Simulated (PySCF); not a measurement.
silylphosphine (H5PSi), SMILES [SiH3]P. Geometry optimised at PBE0-D3(BJ)/def2-TZVP.

TDA-M06-2X/def2-SVPD (PySCF 2.14.0) puts the lowest singlet excitations at 6.59, 6.66, 6.97, 7.53, 7.55, 8.13 eV.

Task: What are the lowest excitation roots from ADC(2)/aug-cc-pVDZ run with PySCF 2.14.0? (An estimate is asked for; the answer gives what the named calculation found.)

Result: 6.43, 6.90, 7.02, 7.62, 7.78, 7.91 eV. S1 differs by -0.16 eV (second minus first; roots are paired by order, and the bases may differ).
